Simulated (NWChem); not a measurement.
# SnHOCl, singlet; SMILES [Cl][Sn][OH]

```xyz
4

Sn     0.3378     0.4703     0.0000
Cl    -0.1274    -1.8934     0.0000
O     -1.5659     1.0450     0.0000
H     -2.1953     0.3108     0.0000
```
Atoms are numbered in this order, from 1.

Results from NWChem. Low-valent species are run as closed-shell singlets; no triplet was tried in these runs. Structure relaxed at the PBE0/def2-SVP level. def2 effective core potentials on Sn; no spin-orbit coupling. Vertical excitations in the gas phase; the lowest state need not have the same character in each row.

### Question
Among these, which level gives the lowest value of “lowest excitation, singlet (eV)”?
A) B3LYP/def2-SVPD, full TDDFT
B) PBE0/def2-SVPD, full TDDFT
C) PBE/def2-SVPD, full TDDFT
D) BHandHLYP/def2-SVPD, full TDDFT

### Answer
C, PBE/def2-SVPD, full TDDFT. Values: PBE/def2-SVPD, full TDDFT 3.83; B3LYP/def2-SVPD, full TDDFT 4.14; PBE0/def2-SVPD, full TDDFT 4.28; BHandHLYP/def2-SVPD, full TDDFT 4.51
